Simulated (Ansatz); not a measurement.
```yaml
crystal:
  periodic: [false, false, false]
  atoms:
    - {symbol: B, position_ang: [0.000022, 0.000010, 0.000017]}
    - {symbol: F, position_ang: [1.325346, -0.028131, 0.013642]}
    - {symbol: F, position_ang: [-0.638224, 1.161827, -0.017670]}
    - {symbol: F, position_ang: [-0.687144, -1.133696, 0.004012]}
basis:
  gaussian: {orbitals: ANO-RCC-VTZP, point_charges: [{charge: 2.00, position_ang: [5.585, -0.056, -0.262]}]}
total_charge: 1
magnetization: {spin_polarized: true, initial_magnetization: 1}
hamiltonian: {xc: {name: B3LYP5}}
```

```sh
$ ansatz run in.yaml --threads 2 --pin off --events-out ev --progress --plain --max-ram 4352MiB
```

Shortened log:

```
Functional definition: B3LYP5
915 factors; their error is unknown
mean field evaluation 1: about -8813.5014 eV, gradient 5.2e1 eV
mean field evaluation 2: about -8791.6205 eV, gradient 9.5e1 eV
mean field evaluation 4: about -8820.1570 eV, gradient 3.3e0 eV
mean field evaluation 8: about -8820.2022 eV, gradient 7.7e-2 eV
mean field evaluation 16: about -8820.2330 eV, gradient 5.8e-4 eV
mean field evaluation 32: about -8820.0653 eV, gradient 2.2e0 eV
mean field -8820.23296165 eV, -324.1375827721 hartree, gradient 1.6e-5 eV, S^2 0.755798; 4 other end points of the search recorded, 0 dependent functions left out
reference -8820.23315043 eV, -324.1375897094 hartree; 16, 15 occupied and 104, 105 virtual orbitals, 915 factors
Total energy: -8820.23315043 eV, -324.1375897094 hartree
Relativity: scalar
```

It took 8 s on 2 threads of Intel Xeon Platinum 8259CL on a shared host.

DK, ANO-RCC and x2c sets are all-electron and run with scalar relativity unless a key says otherwise.
